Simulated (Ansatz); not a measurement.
System: KF (charge 0, singlet). 
Coordinates optimised at B3LYP-D3(BJ)/def2-TZVP (Ansatz, a quantum-chemistry and plane-wave program):
SMILES: [F][K]
```xyz
2

K      0.0000     0.0000    -0.7078
F      0.0000     0.0000     1.4942
```
Charge 0, spin multiplicity 1.

Total electronic energies in hartree. Correlated levels leave the core frozen unless marked. Spin-orbit coupling is left out. Frozen are the shells of the preceding noble gas and the d and f shells that filled before the atom's block. The outer core of K, Ca and their heavier congeners is not correlated, a term that matters for these elements. No relativistic terms. Basis-set limits of correlation are two-point, X^-3; Hartree-Fock from the larger set.

| level | program | energy (Eh) |
|---|---|---|
| PBE0-D4/def2-TZVP | Ansatz + dftd4 | -699.58984 |
| PBE0-D4/def2-TZVPD | Ansatz + dftd4 | -699.59355 |
| r2SCAN0/def2-TZVPD | Ansatz | -699.76861 |
| HSE06-D4/def2-TZVPD | Ansatz + dftd4 | -699.58103 |
| LC-wPBE-D3(BJ)/def2-TZVPD | Ansatz + dftd3 | -699.66726 |
| SCS-MP2/def2-TZVPP | Ansatz | -698.94102 |
| CCSD/def2-SVP | Ansatz | -698.66540 |
| CCSD/CBS(def2-TZVPP,def2-QZVPP) | Ansatz | -699.0103 |
| CCSD(T)/CBS(def2-TZVPPD,def2-QZVPPD) | Ansatz | -699.0197 |

Totals of different functionals don't rank their quality; only differences between species are comparable.
